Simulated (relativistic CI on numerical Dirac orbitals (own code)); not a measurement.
**Spin-allowed bands of a d3 ion in an octahedral site, by hand**

Problem. Take Δ = 20550 cm⁻¹ and B = 960 cm⁻¹ for a d3 ion in an octahedral site. Calculate the three spin-allowed bands.

Working.
1. The terms of highest spin are 4F (energy 0) and 4P (15B = 14400 cm⁻¹). Here the F term splits into A2 at −1.2Δ = -24660, T2 at −0.2Δ = -4110 and T1 at +0.6Δ = 12330 cm⁻¹.
2. The two T1 states mix through the element 0.4Δ: H = [[12330, 8220], [8220, 14400]], with roots ½(H₁₁ + H₂₂) ∓ ½√[(H₂₂ − H₁₁)² + 4H₁₂²] = ½(26730) ∓ ½(16570) = 5080 and 21650 cm⁻¹.
3. The ground term is 4A2 at -24660 cm⁻¹.
4. Bands: 4T2 20550 cm⁻¹ (487 nm), 4T1(F) 29740 cm⁻¹ (336 nm), 4T1(P) 46310 cm⁻¹ (216 nm).

Check. Exact diagonalisation of the whole d3 shell with these parameters gives 4T2 20550, 4T1 29740, 4T1 46310 cm⁻¹. The match is exact, since without spin-orbit coupling no other term has this spin. The ratio of the second band to the first, 1.447, depends on Δ/B = 21.4 alone, which is how a Tanabe-Sugano diagram is read.
